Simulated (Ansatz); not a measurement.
Two spin states of ClO-, each at its own minimum; 2S+1 = 1, 3, 5 were tried, and our sources give no spin for the ground state.

```tsv
level	energy of the multiplicity-3 state above the multiplicity-1 state (eV)	minus CCSD(T)/def2-TZVPP
PBE/def2-TZVPP	0.829	-0.026
PBE0/def2-TZVPP	0.696	-0.159
wB97X-V/def2-TZVPP	0.822	-0.034
CCSD/def2-TZVPP	0.693	-0.163
CCSD(T)/def2-TZVPP	0.855	0.000
```

 The comparison column counts from a level with limits of its own.

The rows run from 0.693 (CCSD/def2-TZVPP) to 0.855 eV (CCSD(T)/def2-TZVPP). The 3 functionals in def2-TZVPP without D3 or D4 span 0.133, from PBE0 to PBE.

Each state is the lowest solution found for its spin in def2 and cc sets. The singlet is a restricted closed-shell determinant, which can mix singlet states where a π or δ shell is part-filled.

Frozen-core correlation.

The values were computed with Ansatz (Gaussian basis) for Hartree–Fock, density functionals and correlated methods.

Ansatz is a program for electronic structure.
